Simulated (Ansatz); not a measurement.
Total energies of Zr(OH)Cl3 (ZrCl3OH) from Ansatz at PBE0-D4/def2-TZVP, gas phase (1 Eh = 27.2114 eV = 2625.5 kJ/mol). The reference geometry is relaxed at PBE-D4/def2-SVP.

```
atom    x (Å)    y (Å)    z (Å)
 Zr1  -0.1165  -0.2942  -0.2586
  O2   0.4221   1.0691   0.9391
  H3   0.6988   1.7659   1.5516
 Cl4   0.4921  -2.3841   0.6340
 Cl5   0.9537   0.0352  -2.3276
 Cl6  -2.4502  -0.1919  -0.5384
```

| state | geometry | energy (Eh) |
| --- | --- | --- |
| charge 0 singlet | reference | -1503.33433 |
| charge 1 doublet | reference | -1502.92278 |
| free Zr atom (triplet) | – | -46.88229 |
| free O atom (triplet) | – | -75.01860 |
| free H atom (doublet) | – | -0.50104 |
| free Cl atom (doublet) | – | -459.99739 |

In the def2 sets Zr takes a core potential; there is no spin–orbit coupling.

(1) Work out the vertical ionisation energy to the doublet.

(2) What is the binding energy per atom against free atoms?

(1) E(charge 1 doublet) − E(charge 0 singlet) = -1502.92278 − (-1503.33433) = 0.41155 Eh = 11.20 eV. For comparison, −ε of the highest occupied level is 9.31 eV at this level, 1.89 eV less.

(2) Atoms: 1 × (-46.88229) + 1 × (-75.01860) + 1 × (-0.50104) + 3 × (-459.99739) = -1502.39410 Eh. Binding: -1502.39410 − (-1503.33433) = 0.94023 Eh = 25.58 eV, or 4.26 eV for each of 6 atoms (no zero-point energy, no counterpoise term).
